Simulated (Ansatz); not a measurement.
Reaction (ligand exchange at the Si–S bond): `O[SiH2]SC[SiH3]` + `[SiH3]P` → `O[SiH2]P[SiH3]` + `[SiH3]CS`

Gas-phase electronic energies from Ansatz, PBE0-D4/def2-TZVP geometries. CCSD(T)/CBS is the MP2 limit (def2-TZVPP, def2-QZVPP) plus CCSD(T) − MP2 in def2-TZVPP, frozen cores. This one scheme is used for every species. Functionals use def2-TZVPP. Each species was taken in one conformer, which may not be the lowest.

`O[SiH2]SC[SiH3]`:

```xyz
13

O     0.957   -0.351   -3.134
Si    0.361    0.249   -1.727
S     1.275   -0.783   -0.093
C    -0.131   -0.915    1.066
Si   -0.477    0.748    1.870
H     0.985   -1.306   -3.218
H     0.675    1.693   -1.782
H    -1.105    0.039   -1.563
H    -1.008   -1.310    0.549
H     0.169   -1.653    1.813
H    -1.633    0.657    2.806
H     0.727    1.200    2.611
H    -0.796    1.733    0.803
```

`[SiH3]P`:

Cartesian coordinates in Å:
```
Si -0.382 -0.519 -0.506
P 1.154 0.900 0.339
H 0.285 -1.824 -0.753
H -0.855 0.035 -1.801
H -1.554 -0.736 0.383
H 1.165 0.277 1.616
H 0.187 1.867 0.723
```

`O[SiH2]P[SiH3]`:

Cartesian coordinates in Å:
```
O -0.433 -1.651 -0.983
Si 0.039 -0.191 -1.589
P 0.013 1.538 -0.155
Si 0.509 0.356 1.694
H -1.306 -1.714 -0.593
H -0.807 0.213 -2.745
H 1.441 -0.393 -2.021
H -1.395 1.519 0.044
H -0.464 -0.728 1.988
H 1.860 -0.232 1.504
H 0.541 1.283 2.855
```

`[SiH3]CS`:

Z-matrix (Å, degrees):
```
Si
C 1 1.878
H 1 1.489 2 110.7
H 1 1.484 2 109.8 3 121.0
H 1 1.488 2 108.8 3 -119.4
S 2 1.813 1 111.4 3 177.0
H 2 1.092 1 112.3 3 52.0
H 2 1.093 1 109.3 3 -67.0
H 6 1.343 2 97.3 1 -50.2
```

```json
{"level": "PBE-D4", "ΔE (kcal/mol)": "6.5"}
{"level": "r2SCAN-D4", "ΔE (kcal/mol)": "7.3"}
{"level": "PBE0-D4", "ΔE (kcal/mol)": "6.8"}
{"level": "PBE", "ΔE (kcal/mol)": "6.4"}
{"level": "SCS-MP2/def2-TZVPP", "ΔE (kcal/mol)": "8.1"}
{"level": "SCS-MP2/def2-QZVPP", "ΔE (kcal/mol)": "8.2"}
{"level": "HF/CBS(def2)", "ΔE (kcal/mol)": "8.6"}
{"level": "CCSD/CBS(def2)", "ΔE (kcal/mol)": "7.8"}
```

Q: What does CCSD(T)/CBS give? (Best estimate.)

A: Computed: +7.7 kcal/mol. The listed levels differ from it by -1.2, -0.4, -0.9, -1.3, 0.4, 0.5, 0.9, 0.1 kcal/mol.

Largest T1 diagnostic among the species: 0.013.
